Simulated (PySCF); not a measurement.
Compound: ZnBr2 (singlet state).
Cartesian coordinates in Å at the PBE0-D3(BJ)/def2-SVP level; atoms count from 1:
```xyz
3
ZnBr2 angstrom
Zn    -0.005   -0.003    0.000
Br    -0.021   -0.028    2.229
Br     0.026    0.030   -2.229
```

Method: PySCF 2.14.0, PBE0-D3(BJ)/def2-SVP geometry optimisation, gas phase.

Masses are those of the commonest isotopes; rigid-rotor values at the optimised geometry. 

(1) What are the moment of inertia and the rotational constant?

(2) List the first levels of a rigid rotor in a Σ state.

(3) Has it a pure rotational spectrum?

(4) Estimate the classical rotational partition function at 10 K, 200 K and 500 K.

Results:

(1) I = 784.710 u·Å², B = 505379 MHz·u·Å²/I = 644.0 MHz (0.0215 cm⁻¹, or 0.031 K as hB/k).

(2) E(J) = BJ(J+1): J = 1: 0.043, J = 2: 0.129, J = 3: 0.258, J = 4: 0.430, J = 5: 0.644, J = 6: 0.902 cm⁻¹.

(3) Not by electric dipole: D∞h allows no dipole (computed 0.03 D). Rotational Raman lines (ΔJ = 2) lie at B(4J + 6), spaced by 4B = 0.086 cm⁻¹, with nuclear-spin weights that differ between even and odd J.

(4) Point group D∞h, symmetry number σ = 2; q = kT/(σhB), k/h = 20836.6 MHz/K: 162 at 10 K, 3240 at 200 K, 8090 at 500 K.

No frequency check. No vibrational averaging or centrifugal distortion is included, and the geometry carries the error of its method.
